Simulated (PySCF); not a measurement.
Computed shifts of a molecule C3H9Al, PBE/pcSseg-1 run with PySCF, GIAO, gas phase, atoms alike by connectivity averaged where their shifts nearly agree, in ppm (number of nuclei): ¹H: 6.00 (2), 1.91 (2), 1.36 (3), 0.79 (2). ¹³C: 26.9 (1), 25.4 (1), 24.8 (1). References: ¹H against TMS (σ = 31.49 ppm); ¹³C against TMS (σ = 182.0 ppm), references at their B3LYP-D3(BJ)/def2-TZVP geometries, non-relativistic. Geometry optimised at B3LYP-D3(BJ)/def2-SVP. One conformer was computed; it need not be the lowest.

Problem. Pick the molecule that these values belong to.
A) [CH3][Al]([CH3])[CH3]
B) CC[CH2][AlH2]
C) C[CH2][AlH][CH3]

Solution. B, CC[CH2][AlH2]
